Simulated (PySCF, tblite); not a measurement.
Compound: C₄H₉F₃Si.
SMILES: `FC([C@H](CF)C)(F)[SiH3]`

Jobs on this species (17 atoms, 74 electrons) with PySCF (density fitting) and tblite. Hardware of each: an Intel Xeon at 2.70 GHz with one thread (shared host). Times come from a shared host and carry two figures at best.

**Question.** Rank these jobs by wall time, shortest first.
A. wB97X-D/def2-SVPD; 8 singlets by full TDDFT, 3 Tamm–Dancoff triplets, polarisability; 245 basis functions
B. GFN2-xTB; Hessian by finite differences
C. PBE0/pcSseg-1; shieldings, charges and field gradients, density and orbital grids written; 188 basis functions

**Answer.** B (0.8 s), C (67 s), A (1.8 min).

All jobs:

```json
{"level and settings": "GFN2-xTB", "work": "Hessian by finite differences", "basis functions": "–", "SCF cycles": "–", "wall time": "0.8 s"}
{"level and settings": "GFN2-xTB", "work": "L-BFGS relaxation", "basis functions": "–", "SCF cycles": "–", "wall time": "1.1 s"}
{"level and settings": "PBE0/pcSseg-1", "work": "shieldings, charges and field gradients, density and orbital grids written", "basis functions": "188", "SCF cycles": "12", "wall time": "67 s"}
{"level and settings": "wB97X-D/def2-SVPD", "work": "8 singlets by full TDDFT, 3 Tamm–Dancoff triplets, polarisability", "basis functions": "245", "SCF cycles": "12", "wall time": "1.8 min"}
```

**Question.** What do all jobs in the table cost together?

**Answer.** About 2.9 min; the longest takes about 61 % of that, and about 140 times as long as the shortest.
